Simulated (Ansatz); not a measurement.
Saddle search on BNH7OF, closed shell by partitioned rational-function steps on PBE0-D4/def2-TZVP gradients (Ansatz 0.2.0), from this start:

B1  (-0.719, -0.969, -0.646)
F2  (-0.591, 1.151, -1.277)
H3  (-0.100, -1.322, -1.620)
H4  (-1.921, -0.877, -0.640)
H5  (0.617, 0.716, 0.858)
N6  (-0.036, -1.010, 0.616)
H7  (-0.062, 1.538, -0.565)
O8  (0.807, 1.670, 0.686)
H9  (0.847, -1.505, 0.681)
H10  (-0.577, -1.090, 1.471)
H11  (1.738, 1.698, 0.438)
(Å)

```
step  energy less the last (meV)  largest force (eV/Å)  curvature followed (eV/Å²)
   1                       -59.5                 0.398                       -3.46
   2                       -60.4                 0.716                       -3.36
   3                       -67.1                 0.546                       -2.32
   4                       -72.2                 0.399                       -1.95
   5                       -67.8                 0.482                       -1.63
   6                       -66.8                 0.438                       -1.37
   7                       -60.9                 0.366                       -0.61
   8                       -68.7                 0.305                       -0.50
   9                       -58.3                 0.400                       -0.40
  10                       -68.9                 0.541                       -0.27
  11                       -32.9                 0.675                       -0.06
  12                        14.9                 0.545                       -0.61
  13                        26.8                 0.573                       -0.50
  14                        25.0                 0.497                       -0.53
  15                         5.9                 0.208                       -0.06
  16                         3.3                 0.414                        0.08
  17                         3.9                 0.337                       -1.15
  18                         3.5                 0.298                       -1.22
  19                         2.5                 0.165                       -1.32
  20                         0.9                 0.144                       -1.36
  21                         0.4                 0.039                       -1.28
  22                         1.9                 0.310                       -1.34
  23                         0.9                 0.244                       -2.56
  24                         1.1                 0.116                       -2.61
  25                         0.2                 0.020                       -2.61
  26                         0.2                 0.023                       -2.62
  27                         0.0                 0.078                       -2.67
  28                         0.0                 0.037                       -2.35
  29                         0.0                 0.020                       -1.98
  30                         0.0                 0.007                       -2.04
```

The search ended at:

B1  (-0.713, -0.807, -0.684)
F2  (-0.533, 0.906, -1.210)
H3  (-0.161, -1.322, -1.616)
H4  (-1.909, -0.825, -0.622)
H5  (0.634, 0.649, 0.854)
N6  (0.014, -0.879, 0.613)
H7  (0.030, 1.386, -0.492)
O8  (0.739, 1.641, 0.633)
H9  (0.797, -1.516, 0.622)
H10  (-0.568, -1.057, 1.419)
H11  (1.670, 1.824, 0.483)
(Å)
